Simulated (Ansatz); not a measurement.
`N[Si](F)([SiH3])Cl` + H₂O → `O[Si](F)([SiH3])Cl` + NH₃ at 700 K and 1 bar (formal hydrolysis of the Si–N bond).

Program: Ansatz. Geometries: PBE0-D4/def2-TZVP. ΔE: electronic, gas phase. CCSD(T)/CBS adds triple-zeta CCSD(T) − MP2 to the extrapolated MP2 energy (def2 sets, frozen cores). This one scheme is used for every species. Each species was taken in one conformer, which may not be the lowest.

```csv
species,CCSD(T)/CBS energy (Eh),H − E (kJ/mol),S (J/(mol·K))
`N[Si](F)([SiH3])Cl`,-1195.59251,235.1,510.9
H₂O,-76.37941,80.5,218.4
`O[Si](F)([SiH3])Cl`,-1215.48049,198.8,494.1
NH₃,-56.50880,116.9,226.5
```

H − E and S are ideal-gas, rigid-rotor, harmonic terms from PBE0-D4/def2-TZVP, for one conformer and one mirror image of each species. 1 Eh = 2625.50 kJ/mol, R = 8.31446 J/(mol·K).

Q: By hand: ΔE, ΔH, ΔS and ΔG.

A: ΔE = (-1215.48049) + (-56.50880) − (-1195.59251) − (-76.37941) = -0.01737 Eh = -45.6 kJ/mol. Δ(H − E) = 198.8 + 116.9 − 235.1 − 80.5 = 0.1, so ΔH = -45.5 kJ/mol. ΔS = 494.1 + 226.5 − 510.9 − 218.4 = -8.7 J/(mol·K). ΔG = -45.5 − 700 × (-8.7)/1000 = -39.4 kJ/mol.

Q: By hand: the equilibrium constant, and the temperature at which ΔG would vanish if ΔH and ΔS stayed fixed.

A: log₁₀ K = −ΔG/(RT ln 10) = 2.9. ΔG = 0 at ΔH/ΔS = 5230 K, far beyond where these terms or the molecules hold.

The number of gas molecules stays the same, so ΔS is small and ΔH decides. A doubt of 5 kJ/mol in ΔE shifts log₁₀ K by 0.4 here. Other conformers and mirror images would add mixing entropy, several J/(mol·K) or more a flexible species. These are equilibria of isolated gas molecules and say nothing of rates. Largest T1 diagnostic: 0.012 (customary marks: 0.02 for closed shells, 0.045 for open ones).
